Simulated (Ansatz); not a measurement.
Calculated with Ansatz (gas phase, PBE0-D4/def2-TZVP geometries, no zero-point term in ΔE). CCSD(T)/CBS adds triple-zeta CCSD(T) − MP2 to the extrapolated MP2 energy (def2 sets, frozen cores). This one scheme is used for every species, atoms too. DFT in def2-TZVPP. No spin–orbit coupling; open shells (•) take unrestricted orbitals. Spin–orbit coupling would lower the free atoms: a little for F. For Ge outer-core shells are correlated without core-valence functions, so the limit isn't a true one: a few kJ/mol of doubt a bond, and 10 to 20 or more in all where bonds break to atoms. Scalar relativity is left out up to krypton. One conformer a species, not always the lowest.

Consider the hydrogen abstraction from the S–H bond: `[OH][GeH2][SH]` + F• → `[OH][GeH2][S]`• + H–F.

`[OH][GeH2][SH]`:

```xyz
7

O     1.240   -0.846    0.530
Ge    0.294    0.387   -0.333
S    -1.830    0.339    0.306
H     1.106   -0.807    1.480
H     0.774    1.805    0.014
H     0.466    0.012   -1.806
H    -2.050   -0.890   -0.190
```

`[OH][GeH2][S]`•:

Z-matrix (Å, degrees):
```
Ge
S 1 2.206
O 1 1.775 2 112.2
H 1 1.531 2 111.3 3 -116.4
H 1 1.542 2 104.5 3 120.4
H 3 0.960 1 112.5 2 46.4
```

H–F:

```xyz
2

F     0.397   -0.008   -0.232
H    -0.397    0.008    0.232
```

```tsv
species	r2SCANh energy (Eh)
`[OH][GeH2][SH]`	-2552.83135
F•	-99.72490
`[OH][GeH2][S]`•	-2552.18556
H–F	-100.44147
```

**Question.** Work out ΔE.

**Answer.** ΔE = (-2552.18556) + (-100.44147) − (-2552.83135) − (-99.72490) = -0.07078 Eh = -185.8 kJ/mol. CCSD(T)/CBS gives -197.4 kJ/mol.

Largest T1 diagnostic among the species: 0.013.

From BLYP to BHLYP (50 % exact exchange), in def2-TZVPP and without D4, ΔE moves by +37.6 kJ/mol. In def2-TZVPP, CCSD(T) changes the Hartree–Fock value by −67.4 kJ/mol (the triples alone add −2.7 kJ/mol) and MP2 by −84.7 kJ/mol.
